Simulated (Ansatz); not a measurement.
Species: C₃H₅Cl, net charge 0, singlet state. 
Coordinates optimised at B3LYP-D3(BJ)/def2-TZVP (Ansatz, a program for electronic structure):
```xyz
9

C     -2.4001     0.0573    -0.0666
C     -0.9526     0.4339    -0.0613
C      0.0292    -0.4473     0.0387
Cl     1.7132    -0.0083     0.0448
H     -2.8847     0.3888    -0.9890
H     -2.9297     0.5371     0.7609
H     -2.5361    -1.0211     0.0213
H     -0.7075     1.4873    -0.1443
H     -0.1263    -1.5137     0.1251
```

Parts of the frozen-core correlation energy in cc-pwCVTZ (Ansatz, hartree). Frozen orbitals: 8; correlated occupied orbitals by spin: 12 and 12; virtual: 238 and 238. Spin-orbit coupling is left out. No relativistic terms.

```csv
term,value
reference (HF),-576.05577
MP2 opposite-spin,-0.53675
MP2 same-spin,-0.16344
CCSD correlation,-0.74080
(T),-0.03355
T1 diagnostic,0.010
largest doubles amplitude,0.092
```
